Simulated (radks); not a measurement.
Neutral osmium inside a hard spherical wall (all orbitals vanish at R), configuration held at [Xe] 4f14 5d6 6s2 and not refilled when levels cross. All-electron calculation, scalar-relativistic Kohn-Sham, LDA (Slater exchange, VWN5 correlation), spin-unpolarised, spherical densities, finite nucleus; Fermi nuclear charge, rms radius 5.4126 fm. Program: a radial shooting solver on a logarithmic mesh with Libxc functionals. Eigenvalues in eV, with the zero of energy where the potential of the charges vanishes at infinity; a dash marks a level that is unbound or too diffuse for the functional's potential to be trusted. A positive occupied level is held by the wall or, in an anion where self-interaction has pushed it up, behind a barrier. The pressure on the wall is -dE/dV.

R (bohr)  E (hartree)  kinetic (hartree)    e(4f)    e(5p)   e(5d)   e(6s)  e(6p, empty)  e(7s, empty)  pressure (GPa)
free      -17240.9320          19096.309  -52.307  -51.063  -6.467  -6.375        -1.392        -0.020               0
10        -17240.9319          19096.311  -52.294  -51.050  -6.455  -6.364        -1.291         1.637         0.00501
7         -17240.9233          19096.385  -51.943  -50.707  -6.141  -6.050        -0.432         6.378           0.547
4         -17240.4253          19098.843  -45.125  -44.464  -0.324   1.604        11.699        45.002             108
3         -17238.5193          19106.490  -32.557  -33.832  11.204  21.369        38.827        112.72            1070
2         -17223.7510          19160.271   12.962    6.336  62.228  129.55        168.91        382.96           23200
1.5       -17178.8766          19307.423   87.448   92.691  170.52  368.94        432.80        874.92          185000
